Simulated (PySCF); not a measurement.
Isomers of C6H9NOSi, mass 139.045 u with the commonest isotopes. Method: PBE0/pcSseg-1 in PySCF (dipole) on a GFN2-xTB geometry, gas phase. One conformer each, none proved a minimum here; rigid rotors.

Question: Order these by rotational constant B, smallest first.
A. `[N:1]#[C:2][C@@H:3]1[CH2:4][C@H:5]([CH:6]=[O:7])[CH2:8][SiH2:9]1` with C4–C5–C6–O7 -89°, C2–C3–C4–C5 -94°, C3–C4–C5–C6 65°, C4–C5–C8–Si9 46°, C5–C8–Si9–C3 -25°
B. `[N:1]#[C:2]/[CH:3]=[CH:4]/[C:5](=[O:6])[CH2:7][CH2:8][SiH3:9]` with C3–C4–C5–O6 4°, C4–C5–C7–C8 178°, C5–C7–C8–Si9 -68°
C. `[CH2:1]=[C:2]([C:3]#[N:4])[CH2:5][SiH2:6][C:7]([CH3:8])=[O:9]` with C1–C2–C5–Si6 -103°, C2–C5–Si6–C7 62°, C5–Si6–C7–C8 -158°
D. `[SiH3:1][CH2:2]/[CH:3]=[N:4]\[c:5]1[cH:6][cH:7][cH:8][o:9]1` with Si1–C2–C3–N4 72°, C3–N4–C5–C6 172°
E. `[N:1]#[C:2][CH2:3][SiH2:4][O:5][C@:6]12[CH2:7][C@H:8]1[CH2:9]2` with C2–C3–Si4–O5 180°, C3–Si4–O5–C6 -177°, Si4–O5–C6–C7 145°
F. `[CH2:1]=[C:2]([CH2:3][C:4]([CH3:5])=[O:6])[SiH2:7][C:8]#[N:9]` with C1–C2–C3–C4 136°, C2–C3–C4–C5 -161°, C1–C2–Si7–C8 147°

Answer: B (487.7 MHz), E (567.2 MHz), C (854.4 MHz), D (1079 MHz), F (1330 MHz), A (1422 MHz).

Question: Order these by rotational constant C, smallest first.
A. `[CH2:1]=[C:2]([CH2:3][C:4]([CH3:5])=[O:6])[SiH2:7][C:8]#[N:9]` with C1–C2–C3–C4 136°, C2–C3–C4–C5 -161°, C1–C2–Si7–C8 147°
B. `[N:1]#[C:2][C@@H:3]1[CH2:4][C@H:5]([CH:6]=[O:7])[CH2:8][SiH2:9]1` with C4–C5–C6–O7 -89°, C2–C3–C4–C5 -94°, C3–C4–C5–C6 65°, C4–C5–C8–Si9 46°, C5–C8–Si9–C3 -25°
C. `[N:1]#[C:2][CH2:3][SiH2:4][O:5][C@:6]12[CH2:7][C@H:8]1[CH2:9]2` with C2–C3–Si4–O5 180°, C3–Si4–O5–C6 -177°, Si4–O5–C6–C7 145°
D. `[N:1]#[C:2]/[CH:3]=[CH:4]/[C:5](=[O:6])[CH2:7][CH2:8][SiH3:9]` with C3–C4–C5–O6 4°, C4–C5–C7–C8 178°, C5–C7–C8–Si9 -68°
E. `N#C[C@@H]1[C@@H]2C[SiH2][C@H]1CO2`
F. `[SiH3:1][CH2:2]/[CH:3]=[N:4]\[c:5]1[cH:6][cH:7][cH:8][o:9]1` with Si1–C2–C3–N4 72°, C3–N4–C5–C6 172°
G. `[CH2:1]=[C:2]([C:3]#[N:4])[CH2:5][SiH2:6][C:7]([CH3:8])=[O:9]` with C1–C2–C5–Si6 -103°, C2–C5–Si6–C7 62°, C5–Si6–C7–C8 -158°

Answer: D (472.9 MHz), C (541.6 MHz), G (783.8 MHz), F (826.1 MHz), A (874.3 MHz), E (1219 MHz), B (1256 MHz).

Question: Order these by dipole moment, largest first.
A. `[CH2:1]=[C:2]([CH2:3][C:4]([CH3:5])=[O:6])[SiH2:7][C:8]#[N:9]` with C1–C2–C3–C4 136°, C2–C3–C4–C5 -161°, C1–C2–Si7–C8 147°
B. `[N:1]#[C:2][CH2:3][SiH2:4][O:5][C@:6]12[CH2:7][C@H:8]1[CH2:9]2` with C2–C3–Si4–O5 180°, C3–Si4–O5–C6 -177°, Si4–O5–C6–C7 145°
C. `N#C[C@@H]1[C@@H]2C[SiH2][C@H]1CO2`
D. `[CH2:1]=[C:2]([C:3]#[N:4])[CH2:5][SiH2:6][C:7]([CH3:8])=[O:9]` with C1–C2–C5–Si6 -103°, C2–C5–Si6–C7 62°, C5–Si6–C7–C8 -158°
E. `[N:1]#[C:2]/[CH:3]=[CH:4]/[C:5](=[O:6])[CH2:7][CH2:8][SiH3:9]` with C3–C4–C5–O6 4°, C4–C5–C7–C8 178°, C5–C7–C8–Si9 -68°
F. `[N:1]#[C:2][C@@H:3]1[CH2:4][C@H:5]([CH:6]=[O:7])[CH2:8][SiH2:9]1` with C4–C5–C6–O7 -89°, C2–C3–C4–C5 -94°, C3–C4–C5–C6 65°, C4–C5–C8–Si9 46°, C5–C8–Si9–C3 -25°
G. `[SiH3:1][CH2:2]/[CH:3]=[N:4]\[c:5]1[cH:6][cH:7][cH:8][o:9]1` with Si1–C2–C3–N4 72°, C3–N4–C5–C6 172°

Answer: F (5.62 D), A (5.27 D), B (3.79 D), E (3.40 D), D (3.05 D), C (2.78 D), G (1.48 D).

```csv
SMILES,point group,Ia (u·Å²),Ib (u·Å²),Ic (u·Å²),κ,μa (D),μb (D),μc (D)
[SiH3]C/C=N\c1ccco1,C1,190.81,468.41,611.80,-0.72,0.06,1.14,0.95
N#C[C@@H]1C[C@H](C=O)C[SiH2]1,C1,257.30,355.48,402.28,-0.53,4.56,0.04,3.29
N#CC[SiH2]O[C@]12C[C@H]1C2,C1,90.72,891.01,933.20,-0.99,3.66,0.98,0.03
N#C[C@@H]1[C@@H]2C[SiH2][C@H]1CO2,C1,234.21,358.36,414.56,-0.59,2.63,0.07,0.92
C=C(CC(C)=O)[SiH2]C#N,C1,323.30,379.88,578.07,0.32,3.20,4.18,0.22
N#C/C=C/C(=O)CC[SiH3],C1,113.80,1036.32,1068.64,-0.99,2.72,2.05,0.12
C=C(C#N)C[SiH2]C(C)=O,C1,241.86,591.51,644.81,-0.89,2.78,0.08,1.26
```
